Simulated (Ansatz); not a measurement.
The inner images of a band of ClGaH4 (6 atoms, charge 0, multiplicity 1) are given out of order.

All numbers below come from Ansatz 0.2.0, RKS PBE0-D4/def2-SVP.

First end point:

```xyz
6
Properties=species:S:1:pos:R:3
Ga 0.001 0.186 0.010
H -0.004 0.697 1.504
H 1.363 0.113 -0.769
H -1.365 0.037 -0.752
Cl 0.079 -2.418 0.947
H 0.076 -2.008 2.169
```

Last end point:

```xyz
6
Properties=species:S:1:pos:R:3
Ga 0.020 -0.574 -0.281
H 0.011 0.261 2.049
H 1.412 0.098 -0.480
H -1.409 0.019 -0.462
Cl 0.082 -2.699 0.148
H 0.034 -0.499 2.135
```

Problem. Put them in order from the first end to the last, with their energies above the first end.
A.
```xyz
6
Properties=species:S:1:pos:R:3
Ga 0.009 -0.097 -0.002
H 0.017 0.061 1.677
H 1.423 0.136 -0.603
H -1.423 0.062 -0.583
Cl 0.077 -2.437 0.974
H 0.047 -1.117 1.647
```
B.
```xyz
6
Properties=species:S:1:pos:R:3
Ga 0.015 -0.331 -0.093
H 0.017 0.002 1.791
H 1.418 0.168 -0.546
H -1.418 0.092 -0.528
Cl 0.077 -2.489 0.740
H 0.039 -0.835 1.744
```
C.
```xyz
6
Properties=species:S:1:pos:R:3
Ga 0.019 -0.493 -0.200
H 0.014 0.113 1.929
H 1.406 0.156 -0.496
H -1.405 0.079 -0.480
Cl 0.080 -2.589 0.442
H 0.035 -0.659 1.915
```
D.
```xyz
6
Properties=species:S:1:pos:R:3
Ga 0.005 0.060 0.032
H 0.008 0.270 1.623
H 1.394 0.131 -0.681
H -1.394 0.054 -0.665
Cl 0.078 -2.500 1.029
H 0.060 -1.407 1.770
```
E.
```xyz
6
Properties=species:S:1:pos:R:3
Ga 0.003 0.124 0.024
H 0.003 0.477 1.569
H 1.373 0.124 -0.739
H -1.375 0.047 -0.722
Cl 0.081 -2.476 0.975
H 0.065 -1.689 2.001
```

Solution. E (+0.6 kcal/mol), D (+1.9 kcal/mol), A (+4.6 kcal/mol), B (-8.2 kcal/mol), C (-19.4 kcal/mol).

Run time: 79 s on 1 thread of Arm Neoverse V2 (shared host), peak memory 0.14 GiB.
